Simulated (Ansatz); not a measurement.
Calculated with Ansatz (gas phase, PBE0-D4/def2-TZVP geometries, no zero-point term in ΔE). CBS: MP2 limit from def2 TZ/QZ plus the TZ coupled-cluster correction, frozen cores. This one scheme is used for every species. Functionals use def2-TZVPP. B3LYP here is the variant with VWN-RPA as its local correlation; programs differ in this. One conformer a species, not always the lowest.

Consider the cleavage of the Al–B bond: `O[BH][AlH][F]` + H₂S → `[F][AlH][SH]` + `BO`.

`O[BH][AlH][F]`:

Cartesian coordinates in Å:
```
O 1.267 0.639 0.982
B 0.765 0.020 -0.115
Al -1.352 -0.328 -0.193
F -2.226 0.571 -1.280
H 2.220 0.771 0.952
H 1.539 -0.301 -0.987
H -2.212 -1.371 0.641
```

H₂S:

Cartesian coordinates in Å:
```
S 0.597 0.058 -0.154
H -0.548 0.083 -0.851
H -0.049 -0.141 1.005
```

`[F][AlH][SH]`:

Cartesian coordinates in Å:
```
F -0.147 -1.220 -1.749
Al -0.243 -0.469 -0.288
S 1.036 1.260 -0.011
H -1.224 -1.017 0.808
H 0.578 1.446 1.241
```

`BO`:

Z-matrix (Å, degrees):
```
B
O 1 1.348
H 1 1.196 2 116.8
H 1 1.202 2 120.7 3 -180.0
H 2 0.961 1 113.5 3 180.0
```

| level | ΔE (eV) |
| --- | --- |
| B3LYP-D4 | -1.58 |
| PBE0 | -1.56 |

Question: What does CCSD(T)/CBS give? (An estimate is asked.)

Answer: Ansatz gave: -1.61 eV. The listed levels differ from it by 0.03, 0.05 eV.

Largest T1 diagnostic among the species: 0.014.

At CCSD(T), def2-SVP lies +0.06 eV from the extrapolated value and def2-TZVPP +0.02 eV. From BLYP to BHLYP (50 % exact exchange), in def2-TZVPP and without D4, ΔE moves by −0.10 eV.
